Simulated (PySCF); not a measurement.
# Stationary points of SnCl2

These are results of PBE0/[Sn def2-TZVP with ECP28, Cl def2-TZVP], scalar-relativistic core potentials, density fitting, no spin–orbit coupling, PySCF, not measurements.

Relaxations began from a few typed shapes. The search is not exhaustive: other isomers or separated fragments can lie lower, and high-lying points may rest on an excited occupation.

(1) Order these stationary points by electronic energy, lowest first, in kJ/mol from the lowest minimum.
A. singlet C2v: Sn–Cl 2.363 Å (×2); Cl–Sn–Cl 98.6°
B. singlet D∞h: Sn–Cl 2.492 Å (×2); Cl–Sn–Cl 180.0°

(2) Which of them are minima?

Results:

(1) A (0.0), B (131.5).

(2) By energy in kJ/mol, 0.0: minimum; 131.5: saddle point, 2 imaginary modes.

Counting electrons, tin keeps 2 of its valence electrons outside its bonds, so the VSEPR class is AX2E1 and the expected shape is bent (C2v), as computed.
